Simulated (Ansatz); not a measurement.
Ideal-gas functions of ClH₃InOSi, SMILES `[SiH3][O][In][Cl]` radical at 400 K and 1 bar, from an Ansatz frequency run at PBE0-D4/def2-TZVP.

Molar mass 197.38 g/mol, point group Cs (symmetry number 1), electronic degeneracy 2, moments of inertia 60.707, 518.728, 573.604 u Å². Harmonic wavenumbers (cm⁻¹, unscaled): 18, 47, 59, 124, 335, 423, 717, 725, 949, 958, 970, 986, 2192, 2198, 2223.

Use S(trans) = R[1.5 ln M + 2.5 ln T − 1.1517]; rotational temperatures θ = 24.2544 K / I; S(rot) = R[ln(√π/σ · √(T³/θAθBθC)) + 1.5]; for each mode x = 1.438777 ν̃/T, S = R[x/(eˣ − 1) − ln(1 − e⁻ˣ)] and H = RT x/(eˣ − 1); 1 cm⁻¹ = 0.0119627 kJ/mol; R = 8.31446 J/(mol·K).

Question: By hand: the entropy, in J/(mol·K).

Answer: Translation 180.9. Rotation: θ = 0.3995, 0.0468, 0.0423 K, giving 121.6. Vibration, mode by mode: 31.08, 23.10, 21.22, 15.10, 7.25, 5.58, 2.42, 2.36, 1.24, 1.21, 1.17, 1.12, 0.03, 0.03, 0.03, in all 112.9. Electronic 5.8. Sum 421.2 J/(mol·K).

Question: By hand: H − E and G − E in kJ/mol, counted from the electronic energy.

Answer: Zero-point energy ½ × 12924 × 0.0119627 = 77.3; thermal vibration 17.9; translation, rotation and pV give 4 RT = 13.3. H − E = 108.5 kJ/mol, and G − E = 108.5 − 400 × 421.2/1000 = -60.0 kJ/mol.

Vibration gives 27 % of the entropy, 90.5 J/(mol·K) of it from the modes under 150 cm⁻¹: soft modes count most, and the harmonic formula is weakest for them. The sum counts one conformer and one mirror image; others add a mixing term.
